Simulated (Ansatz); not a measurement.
`C[O][In]([SH])[O]C`. Total charge 0; spin multiplicity 1. In takes the def2 core potential. Geometry: relaxed with PBE0-D4/def2-TZVP. It is one conformer, not always the lowest.

```xyz
13

C    -2.157   -1.483   -0.286
O    -0.817   -1.880   -0.110
In    0.625   -0.560    0.127
S     2.851   -1.228    0.549
O     0.052    1.324   -0.051
C     0.956    2.394    0.043
H    -2.268   -0.597   -0.923
H    -2.699   -2.307   -0.762
H    -2.645   -1.269    0.673
H     2.512   -2.529    0.541
H     1.711    2.383   -0.755
H     0.393    3.329   -0.049
H     1.486    2.423    1.004
```

(1) What is the dipole moment at r2SCAN/def2-TZVPP? (An estimate is asked.)

(2) And with PBE, B3LYP, ωB97M-V? (Estimate.)

(3) Give the Mulliken charges with r2SCAN, B3LYP, ωB97M-V in def2-TZVPP. (An estimate is asked.)

Answers

(1) Computed: 0.32 D, with components (0.17, 0.25, 0.09) D in this frame, pointing from negative to positive charge.

(2) The calculation gave: PBE 0.32 D, B3LYP 0.43 D, ωB97M-V 0.46 D.

(3) The calculation gave: 
| atom | r2SCAN | B3LYP | ωB97M-V |
| --- | --- | --- | --- |
| C1 | 0.03 | -0.11 | -0.16 |
| O2 | -0.51 | -0.51 | -0.51 |
| In3 | 0.90 | 0.90 | 0.89 |
| S4 | -0.35 | -0.34 | -0.32 |
| O5 | -0.51 | -0.51 | -0.51 |
| C6 | 0.03 | -0.11 | -0.18 |
| H7 | 0.06 | 0.10 | 0.11 |
| H8 | 0.05 | 0.09 | 0.11 |
| H9 | 0.05 | 0.09 | 0.11 |
| H10 | 0.13 | 0.13 | 0.14 |
| H11 | 0.05 | 0.09 | 0.11 |
| H12 | 0.05 | 0.10 | 0.11 |
| H13 | 0.05 | 0.08 | 0.10 |

B3LYP here is the variant with VWN-RPA as its local correlation; programs differ in this.
